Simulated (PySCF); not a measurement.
NMR data sheet: CF3CH2OCH2CF3

| Item | Value |
| --- | --- |
| Formula | C4H4F6O |
| SMILES | FC(F)(F)COCC(F)(F)F |
| InChI | InChI=1S/C4H4F6O/c5-3(6,7)1-11-2-4(8,9)10/h1-2H2 |
| Point group of the computed structure | C1 |
| Degrees of unsaturation | 0 |
| Carbon signals | 2 |
| Proton signals | 1 |

Mapped SMILES: `[F:1][C:2]([F:3])([F:4])[CH2:5][O:6][CH2:7][C:8]([F:9])([F:10])[F:11]` (H(Xn): hydrogen on atom n).

[PySCF 2.14.0 with density-fitted response routines: geometry from GFN2-xTB; PBE0/pcSseg-1 with gauge-including orbitals; no solvent; a single conformation; equivalent nuclei averaged; relativity neglected]

References, each an isolated molecule treated in the same way: TMS for $^{1}$H (σ = 31.72 ppm) and $^{13}$C (σ = 186.93 ppm); $^{19}$F (σ = 170.95 ppm) vs CFCl3; $^{17}$O (σ = 336.08 ppm) vs H2O.

| carbon | δC, type | δH (multiplicity) | HMBC from (2–3 bonds) | span of the C tensor (ppm) |
| --- | --- | --- | --- | --- |
| C2/C8 | 132.3, C | – | H(C5)/H(C7) | 8 |
| C5/C7 | 74.7, CH2 | 4.05 (m) | H(C5)/H(C7) | 59 |

Other nuclei:
| atoms | nucleus | environment | δ (ppm) | σ (ppm) |
| --- | --- | --- | --- | --- |
| F1/F3/F4/F9/F10/F11 | $^{19}$F | fluorine of a CF3 group | -89.1 | 260.0 |
| O6 | $^{17}$O | ether oxygen | 22.0 | 314.1 |

Carbon types of the structure: 2 × C, 2 × CH2, which accounts for all hydrogens. δC 132.3: CF3 carbon; 3 electronegative neighbours deshield it. δC 74.7: sp3 CH2 bonded to O; deshielded by the electronegative neighbour. δH 4.05: hydrogen on an sp3 CH2 bonded to O; its carbon carries O, hence the downfield position.

Splittings by $^{19}$F in the carbon and heteronuclear signals aren't shown, as no couplings were computed. Shifts are as computed. Against solution values, carbons near 30 ppm lie about +3 ppm off and those near 130 ppm about +5 ppm. Of 1211 compounds with measured shifts, 218 miss one by over three times the rms of a fit or turn the order of signals round; such compounds aren't used in these exercises. Unscaled 19F shifts against computed CFCl3 carry errors that often reach 10 to 50 ppm. Experimental scales use liquid or dissolved standards, which lie at an offset from isolated H2O (liquid H2O: subtract about 36 ppm).
